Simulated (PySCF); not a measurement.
Compound: BH₉O₃Si₃.
Geometry (GFN2-xTB, Å), atoms numbered from 1 in this order:
```
atom  x, y, z in Å
O1    -1.8532    1.3404    1.0238
B2    -2.3965    0.2133    0.4822
O3    -3.7280    0.0491    0.6398
Si4   -1.3784   -1.1606   -0.4920
O5     0.1648   -0.5993   -0.4455
Si6    1.7432   -0.7634   -0.8022
Si7    2.6892    1.0250    0.2950
H8    -0.9100    1.4515    0.9121
H9    -4.1597    0.7574    1.1250
H10   -1.3242   -2.5171    0.0788
H11   -1.6835   -1.3765   -1.9162
H12    1.8587   -0.7522   -2.2662
H13    2.1664   -2.0970   -0.3568
H14    4.1533    1.0014    0.2104
H15    2.2784    2.3372   -0.2303
H16    2.3720    1.0999    1.7306
```

A PySCF run (density fitting, gas phase, GFN2-xTB geometry) gave HOMO -3.24 eV, LUMO 4.27 eV, dipole 1.14 D.

Question: Which of these levels was it?
A. PBE0/pcSseg-1
B. PBE0/def2-SVPD
C. B97-2/STO-3G
D. PBE0/cc-pVDZ
E. PBE0/3-21G

Answer: C. It is B97-2/STO-3G. All candidates on this geometry:

| level and settings | kind | basis functions | SCF cycles | E (Eh) | HOMO (eV) | LUMO (eV) | dipole (D) |
| --- | --- | --- | --- | --- | --- | --- | --- |
| PBE0/3-21G | global hybrid | 93 | 13 | -1117.8841 | -7.50 | -0.16 | 1.01 |
| PBE0/def2-SVPD | global hybrid | 233 | 14 | -1123.4865 | -8.04 | -0.69 | 0.90 |
| PBE0/pcSseg-1 | global hybrid | 185 | 13 | -1123.8729 | -8.03 | -0.62 | 0.89 |
| PBE0/cc-pVDZ, fitting basis def2-qzvpp-jkfit | global hybrid | 155 | 10 | -1123.9193 | -7.83 | -0.40 | 0.99 |
| B97-2/STO-3G | global hybrid | 56 | 13 | -1111.0853 | -3.24 | 4.27 | 1.14 |

The nearest other candidate, by the summed differences of HOMO and LUMO, is PBE0/3-21G: its HOMO differs by -4.26 eV and its LUMO by -4.43 eV. Cycle counts include a coarse-grid stage where the run had one.
